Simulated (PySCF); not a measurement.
C5H8OP2S.
SMILES: `C[P@@](=O)(P)c1cccs1`

Torsions of this conformer, `[CH3:1][P@@:2](=[O:3])([PH2:4])[c:5]1[cH:6][cH:7][cH:8][s:9]1`: C1–P2–C5–C6 134°, H–P4–P2–C1 171°, H–P4–P2–C1 77°.

The closed-shell ground state was solved at several levels (PySCF, density fitting, gas phase, non-relativistic). The structure is a single PBE0-D3(BJ)/def2-SVP conformer in the gas phase; no vibrational or solvent corrections.

| level | basis functions | HOMO (eV) | LUMO (eV) | gap (eV) | dipole (D) |
| --- | --- | --- | --- | --- | --- |
| PBE0/pcSseg-1 | 214 | -7.14 | -1.37 | 5.77 | 4.08 |
| wB97X-D/pcSseg-1 | 214 | -8.91 | 0.30 | 9.21 | 4.12 |

What might CAM-B3LYP/def2-SVPD (262 basis functions) give for the same quantities?

HOMO -8.34 eV, LUMO -0.32 eV, gap 8.02 eV, dipole 4.22 D.

Over all these levels, which gives the widest orbital gap and which the narrowest?

wB97X-D/pcSseg-1 (range-separated hybrid) has the widest, 9.21 eV, and PBE0/pcSseg-1 (global hybrid, 25 % exact exchange) the narrowest, 5.77 eV. The two share the basis. From the narrowest to the widest the HOMO moves by -1.77 eV and the LUMO by +1.67 eV.

How far do the dipole and the HOMO energy spread over the levels?

The dipole runs from 4.08 to 4.22 D (mean 4.14 D) and the HOMO from -8.91 to -7.14 eV.
